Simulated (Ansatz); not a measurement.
The cluster Li3Si6. The state is a doublet with charge 0. Geometry PBE0-D4/def2-SVP, basis def2-TZVP, Ansatz.

```xyz
9

Li   -1.532   -0.741   -1.873
Li    2.269    1.435   -1.389
Li   -2.137    2.039   -0.943
Si   -1.905    0.203    0.727
Si    2.002   -0.408    0.147
Si   -0.283   -1.559    0.072
Si    0.076    0.997   -0.421
Si    1.344   -2.027    1.752
Si    0.167    0.060    1.927
```

| run | HOMO (eV) | LUMO (eV) |
| --- | --- | --- |
| A | -2.91 | -2.43 |
| B | -3.28 | -2.44 |
| C | -3.18 | -2.62 |
| D | -3.79 | -1.99 |
| E | -3.48 | -2.26 |
| F | -3.71 | -2.04 |

Another isomer (doublet) lies 0.40 eV lower at PBE0-D4/def2-TZVP; other spin states weren't run for this one.

HOMO and LUMO are taken over both spins.

**Question.** The runs used BLYP, PBE, PBE0, r2SCAN, r2SCAN0, r2SCANh. Estimate which is which.

**Answer.** A BLYP (0 % exact exchange); B r2SCAN (0 % exact exchange); C PBE (0 % exact exchange); D r2SCAN0 (25 % exact exchange); E r2SCANh (10 % exact exchange); F PBE0 (25 % exact exchange). Exact exchange lowers occupied and raises empty levels; among semilocal functionals meta-GGAs tend to open the gap a little, and such runs are hard to tell apart. The gap grows from 0.48 eV (BLYP) to 1.80 eV (r2SCAN0).
